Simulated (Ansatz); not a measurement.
H₂B₃O₃, doublet, geometry from GFN2-xTB. Base run: PBE/STO-3G (Ansatz, a quantum-chemistry and plane-wave program).

The Ansatz input:
Ansatz 0.2 input:
```yaml
crystal:
  periodic: [false, false, false]
  atoms:
    - {symbol: B, position_ang: [0.84764447, 1.05869636, -0.44322339]}
    - {symbol: O, position_ang: [1.37682875, -0.15179262, -0.10627797]}
    - {symbol: B, position_ang: [0.57274001, -1.16265845, 0.31632496]}
    - {symbol: O, position_ang: [-0.76697225, -0.95793786, 0.40104083]}
    - {symbol: B, position_ang: [-1.31023903, 0.24153226, 0.06930465]}
    - {symbol: O, position_ang: [-0.49956289, 1.24748569, -0.35243410]}
    - {symbol: H, position_ang: [1.03254502, -2.19928698, 0.60412444]}
    - {symbol: H, position_ang: [-2.46562116, 0.40939446, 0.14521434]}
basis:
  gaussian:
    orbitals: STO-3G
hamiltonian:
  xc: pbe
magnetization: {spin_polarized: true, initial_magnetization: 1}
```

Each row names what was changed in the base input (with any setting that the change needs).

```csv
change,E (Eh),SCF-reference <S^2>
base,-297.24784,0.753
functional = B2PLYP,-297.19667,0.753
functional = wB97M-V,-297.60666,0.753
functional = cam_b3lyp,-297.45566,0.752
functional = pbe; dispersion = d4,-297.25436,0.753
functional = wB97X,-297.55053,0.753
functional = SVWN5,-295.15100,0.753
functional = r2scan,-297.49055,0.755
functional = b3lyp,-297.60164,0.752
functional = lc_wpbe,-297.38842,0.754
functional = pbe0; dispersion = d3bj,-297.30434,0.754
functional = blyp,-297.49000,0.752
functional = pbe; dispersion = d3bjatm,-297.25363,0.753
```

Total energies compare only within one method and basis.
